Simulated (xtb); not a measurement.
C2H4FNOSi, SMILES O=C/N=C/[SiH2]F. All values are semi-empirical tight-binding results from xtb (GFN2-xTB unless named), good for trends rather than for accurate numbers. Geometry optimised at GFN2-xTB. The structure was generated by enumeration; whether it is a known compound was not checked. The values are those of a single conformer.

Computed properties:
The orbital gap comes out as 2.54 eV, the dipole moment comes out as 3.39 D and the zero-point energy is 35.6 kcal/mol. The G − E(el) at 298.15 K (modified RRHO) is 15.1 kcal/mol and the static polarisability (D4 model) comes out as 65.0 bohr³. The solvation energy, GFN2-xTB/ALPB(water) is -3.6 kcal/mol and the solvation energy, GFN2-xTB/ALPB(dmf) comes out as -6.7 kcal/mol.
